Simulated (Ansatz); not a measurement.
Species: C₃H₉BN, net charge 0, doublet state. It need not be the lowest isomer of its formula. SMILES: C[N]B(C)C
Geometry from a B3LYP-D3(BJ)/def2-TZVP (Ansatz, a quantum-chemistry and plane-wave program) optimisation:
```
B
N 1 1.3513
C 2 1.3970 1 158.98
H 3 1.0954 2 112.54 1 118.13
H 3 1.0954 4 109.09 2 -125.65
H 3 1.1024 4 106.82 5 -115.11
C 1 1.5911 2 121.89 3 -180.00
H 7 1.0899 1 113.60 2 0.00
H 7 1.0941 8 108.28 1 122.48
H 7 1.0941 8 108.28 9 115.03
C 1 1.6032 2 118.68 3 0.00
H 11 1.0904 1 114.19 2 0.00
H 11 1.0938 12 108.28 1 -122.23
H 11 1.0938 12 108.28 13 -115.55
```
Charge 0, spin multiplicity 2.

Quantity: atomisation energy (electronic, to ground-state atoms), in eV. Correlated levels leave the core frozen unless marked. Open shells are spin-unrestricted. No spin-orbit coupling. Non-relativistic. The coupled-cluster limit lacks core correlation, which all-electron functionals hold. CBS marks a two-point X^-3 extrapolation of the correlation energy; Hartree-Fock from the larger set.

```
level                               program  atomisation energy (eV)
---------------------------  --------------  -----------------------
HF/STO-3G                            Ansatz                    52.39
B97M-V/def2-TZVPD                    Ansatz                    55.87
BHLYP-D3(BJ)/def2-TZVPD      Ansatz + dftd3                    54.70
HSE06/def2-TZVPD                     Ansatz                    56.01
LC-wPBE-D3(BJ)/def2-TZVPD    Ansatz + dftd3                    55.91
LC-wPBE/def2-TZVPD                   Ansatz                    55.69
B2GP-PLYP-D3(BJ)/def2-TZVPD  Ansatz + dftd3                    55.02
```

Task: What does CCSD(T)/CBS(cc-pVTZ,cc-pVQZ) (Ansatz) give?

Result: 55.38 eV
